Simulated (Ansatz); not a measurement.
Process, species as SMILES: [N]=C=O → O=C=[N-] (an electron is taken up)
B3LYP-D3(BJ)/def2-TZVP geometries, fixed; electronic energies without zero-point terms; positive where energy is released.

Basis-set convergence of the adiabatic electron affinity at PBE with Ansatz (a quantum-chemistry and plane-wave program). Cartesian d functions, on some or all atoms, in 6-31G**, 6-31+G*; all else is spherical. The program fits the integrals of some runs and decomposes those of others, by size. Open shells are unrestricted. No added dispersion term, no relativity. Functions are those of the species that has most. Reference: the value in aug-pcseg-3, 3.466 eV, itself unsure by roughly 0.006 eV (its mean distance from aug-cc-pVQZ, def2-QZVPPD). Deviations are taken from unrounded values.

| basis | functions | adiabatic electron affinity (eV) | minus reference (eV) |
|---|---|---|---|
| STO-3G | 15 | -1.165 | -4.631 |
| 6-31G | 27 | 2.924 | -0.541 |
| pcseg-0 | 27 | 2.990 | -0.475 |
| 6-31G** | 45 | 2.734 | -0.732 |
| 6-31+G* | 57 | 3.488 | 0.022 |
| 6-311+G** | 66 | 3.503 | 0.037 |
| aug-pcseg-1 | 69 | 3.505 | 0.039 |
| 6-311++G(2d,2p) | 81 | 3.488 | 0.022 |
| def2-TZVPPD | 114 | 3.432 | -0.034 |
| 6-311++G(3df,3pd) | 117 | 3.464 | -0.002 |
| aug-cc-pVTZ | 138 | 3.468 | 0.002 |
| aug-pcseg-2 | 138 | 3.475 | 0.009 |
| def2-QZVPP | 171 | 3.409 | -0.057 |
